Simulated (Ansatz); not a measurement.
```yaml
crystal:
  periodic: [false, false, false]
  atoms:
    - {symbol: O, position_ang: [-0.380774, -1.382823, -1.341818]}
    - {symbol: C, position_ang: [-0.122829, -0.459316, -0.610719]}
    - {symbol: Si, position_ang: [0.475794, -0.807612, 1.199613]}
    - {symbol: C, position_ang: [-0.280716, 0.962210, -1.104280]}
    - {symbol: Br, position_ang: [-1.398955, 1.921150, 0.157532]}
    - {symbol: H, position_ang: [-0.706828, -1.112434, 2.039880]}
    - {symbol: H, position_ang: [1.361458, -1.993304, 1.111838]}
    - {symbol: H, position_ang: [1.217303, 0.353804, 1.753001]}
    - {symbol: H, position_ang: [0.678544, 1.480882, -1.121254]}
    - {symbol: H, position_ang: [-0.759798, 0.986243, -2.080792]}
basis:
  gaussian: {orbitals: def2-mTZVPP}
magnetization: {spin_polarized: true, initial_magnetization: 8}
hamiltonian: {xc: {name: RPBE}}
scf: {lower_state_search: light}
output: {forces: true}
```

```sh
$ ansatz run in.yaml --threads 4 --pin off --events-out ev --progress --plain --max-ram 10444MiB
```

It prints (some lines left out):

```
Functional definition: RPBE
1419 factors; their error is unknown
mean field evaluation 1: about -82078.4078 eV, gradient 5.8e1 eV
mean field evaluation 2: about -81804.1334 eV, gradient 2.0e2 eV
mean field evaluation 4: about -82049.2674 eV, gradient 8.7e1 eV
mean field evaluation 8: about -82096.4062 eV, gradient 1.3e1 eV
mean field evaluation 16: about -82098.1380 eV, gradient 2.1e-1 eV
mean field evaluation 32: about -82098.1006 eV, gradient 1.3e-4 eV
mean field -82098.10061163 eV, -3017.0495493861 hartree, gradient 9.4e-6 eV, S^2 20.007130; 10 other end points of the search recorded, 0 dependent functions left out
reference -82098.10066136 eV, -3017.0495512136 hartree; 41, 33 occupied and 109, 117 virtual orbitals, 1419 factors
Total energy: -82098.10066136 eV, -3017.0495512136 hartree
Atom 0 at    -0.380774    -1.382823    -1.341818 Å, force    -1.336051    -4.803670    -4.112127 eV/Å
Atom 1 at    -0.122829    -0.459316    -0.610719 Å, force     1.221172     3.495494     3.164808 eV/Å
Atom 2 at     0.475794    -0.807612     1.199613 Å, force    -3.042697     0.034091    -1.461096 eV/Å
Atom 3 at    -0.280716     0.962210    -1.104280 Å, force     3.052303    -3.288137    -2.748009 eV/Å
Atom 4 at    -1.398955     1.921150     0.157532 Å, force    -3.688735     3.220550     4.038002 eV/Å
Atom 5 at    -0.706828    -1.112434     2.039880 Å, force    -2.131134    -0.027896     1.314401 eV/Å
Atom 6 at     1.361458    -1.993304     1.111838 Å, force     2.775268    -1.546518    -0.318821 eV/Å
Atom 7 at     1.217303     0.353804     1.753001 Å, force     2.609772     1.957751     1.414202 eV/Å
Atom 8 at     0.678544     1.480882    -1.121254 Å, force     0.703741     0.580074    -0.440737 eV/Å
Atom 9 at    -0.759798     0.986243    -2.080792 Å, force    -0.163639     0.378260    -0.850622 eV/Å
Dipole moment:    -0.145556     0.770160    -0.424652 e Å
```

What is wrong with this run?

The spin is set far too high for this molecule. The calculation finished and met its thresholds. The result belongs to that input, not to the molecule as meant.
